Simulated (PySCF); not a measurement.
A structure optimised at PBE0-D3(BJ)/def2-SVP, used in a PySCF frequency run:

```
W
O 1 1.6961
Br 1 2.4095 2 92.04
Br 1 2.4095 2 92.04 3 120.00
Br 1 2.4095 2 92.04 3 -120.00
Br 1 2.5533 3 87.96 2 180.00
```
Charge 0, spin multiplicity 1.

Task: Write its SMILES, formula and point group.

Result: [O]=[W]([Br])([Br])([Br])[Br], Br₄OW, C3v

Task: What are its rotational constants (standard atomic weights)?

Result: 0.42519, 0.42519, 0.36361 GHz
